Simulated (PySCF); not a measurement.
**Diatomics of Li with the fourth-period p block**

r²SCAN with double-zeta basis sets in PySCF, for the lowest determinant that a PBE0 search found; no spin–orbit coupling. De refers to high-spin ground-configuration atoms. A positive dipole means M(−)Li(+).

| M | basis | state (unpaired electrons) | Re (Å) | ωe (cm⁻¹) | De (eV) | μ (D) |
| --- | --- | --- | --- | --- | --- | --- |
| Ge | cc-pVDZ/cc-pVDZ-PP | quartet (σ ↑, π ↑↑) | 2.424 | 396 | 1.84 | 5.70 |
| As | cc-pVDZ/cc-pVDZ-PP | triplet (π ↑↑) | 2.444 | 427 | 1.64 | 6.28 |
| Se | def2-SVP | doublet (π ↑) | 2.284 | 511 | 2.98 | 6.97 |
| Br | cc-pVDZ/cc-pVDZ-PP | singlet (closed shell) | 2.218 | 544 | 4.30 | 7.18 |

Problem. By what factor does the well depth vary along the series?

Solution. At r²SCAN it runs from 1.64 eV (LiAs) to 4.30 eV (LiBr), a factor of 2.62.

The rows differ in basis set, which adds steps of its own.

The state changes along the series, so neighbouring rows are not always alike in their bonding.

States were picked by a PBE0 search and need not be the measured ground states.
